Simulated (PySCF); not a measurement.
# Diatomic cations of Al with the fourth-period p block

PBE with double-zeta basis sets in PySCF, for the lowest determinant that a PBE0 search found; no spin–orbit coupling. De refers to high-spin ground-configuration atoms (the charge goes to the atom of lower measured ionisation energy or higher electron affinity, which is not always the lowest computed limit). A positive dipole points towards Al; it is taken about the centre of mass and depends on that origin.

```tsv
M	basis	charged atom	state (unpaired electrons)	Re (Å)	ωe (cm⁻¹)	De (eV)	μ (D)
Ga	6-31G(d,p)	Al+	doublet (σ ↑)	3.253	127	1.67	3.48
Ge	def2-SVP	Al+	triplet (σ ↑, π ↑)	2.823	180	1.27	4.19
As	pcseg-1	Al+	quartet (σ ↑, π ↑↑)	2.599	217	0.93	5.25
Br	pcseg-1	Al+	doublet (σ ↑)	2.218	433	1.71	6.94
```

By what factor does the well depth vary along the series?

At PBE it runs from 0.93 eV (AlAs⁺) to 1.71 eV (AlBr⁺), a factor of 1.84.

The rows differ in basis set, which adds steps of its own.

The state changes along the series, so neighbouring rows are not always alike in their bonding.

Spin–orbit coupling is left out. For an ion De counts to the pair picked by the measured ionisation energies or electron affinities, which need not be the lowest pair at this level. States were picked by a PBE0 search and need not be the measured ground states.
